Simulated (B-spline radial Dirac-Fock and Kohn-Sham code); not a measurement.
# Satellites and hypersatellites of the K lines of Fe⁶⁺

System: Fe⁶⁺, [Ar] 3d2.

Input of the calculation (task.json; shells as n, l, electrons):

```json
{"items": [{
  "Z": 26,
  "q": 6,
  "cfg": [[1, 0, 2], [2, 0, 2], [2, 1, 6], [3, 0, 2], [3, 1, 6], [3, 2, 2]],
  "A": 56,
  "rrms": 3.7377,
  "do": ["binding", "quiet", "double"]
}]}
```

Command: `python xray_run.py task.json out`

Calculated with a radial B-spline solver, using multi-electron Dirac-Fock with separately optimised hole states, Breit and Lamb-shift corrections added in first order. Each two-hole energy is an average over J within one jj subconfiguration, not an observable level; in light atoms, where LS coupling holds, the j-resolved values are not observed lines, and for a K spectator the Kα1 hypersatellite is nearly forbidden. Electron correlation is not included.

Lines without a spectator: Kα2 (K-L2) 6387.0 eV, Kα1 (K-L3) 6399.1 eV, Kβ3 (K-M2) 7069.8 eV, Kβ1 (K-M3) 7071.5 eV. Shifts in eV with one spectator hole (a dash: not computed, or left out as unreliable):

```
spectator hole     Kα2     Kα1     Kβ3     Kβ1
        K (1s)  +272.6  +274.7  +343.9  +344.3
    L2 (2p1/2)  +25.19   +30.9       –   +74.2
    L3 (2p3/2)  +28.80  +27.57   +71.9       –
    M2 (3p1/2)       –   +2.73   +8.75  +10.47
    M3 (3p3/2)   +2.51       –  +10.07   +9.62
```

With n spectator holes in 2p, averaged over the 2p shell (energies in eV):

| n | KαLⁿ | step | hypersatellite KαʰLⁿ |
| --- | --- | --- | --- |
| 0 | 6395.1 | – | 6669.1 |
| 1 | 6423.7 | +28.6 | 6699.0 |
| 2 | 6453.6 | +29.9 | 6730.3 |
| 3 | 6484.9 | +31.3 | 6762.9 |
| 4 | 6517.5 | +32.6 | 6796.8 |
| 5 | 6551.3 | +33.9 | 6832.0 |
